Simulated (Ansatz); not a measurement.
Computed with Ansatz on PBE0-D4/def2-TZVP structures; ΔE is electronic, products minus reactants. CCSD(T)/CBS adds triple-zeta CCSD(T) − MP2 to the extrapolated MP2 energy (def2 sets, frozen cores). Functionals use def2-TZVPP. For Ge outer-core shells are correlated without core-valence functions, which leaves a few kJ/mol of doubt a bond. Scalar relativity is left out up to krypton. Each species was taken in one conformer, which may not be the lowest.

`C[BH][GeH3]` + `[CH3][GeH2][CH2][AlH2]` → `C[B]([AlH2])[GeH3]` + `[CH3][GeH2][CH3]`  (redistribution)

```
                 species  r2SCAN-D4 energy (Eh)
           `C[BH][GeH3]`            -2144.10773
`[CH3][GeH2][CH2][AlH2]`            -2401.00053
    `C[B]([AlH2])[GeH3]`            -2387.09099
      `[CH3][GeH2][CH3]`            -2158.00396
```

(1) Work out ΔE.

Largest T1 diagnostic among the species: 0.012.

## Answers

(1) ΔE = (-2387.09099) + (-2158.00396) − (-2144.10773) − (-2401.00053) = 0.01331 Eh = +34.9 kJ/mol. CCSD(T)/CBS gives +34.1 kJ/mol.

In def2-TZVPP, CCSD(T) changes the Hartree–Fock value by +7.6 kJ/mol (the triples alone add +1.6 kJ/mol) and MP2 by +14.7 kJ/mol.
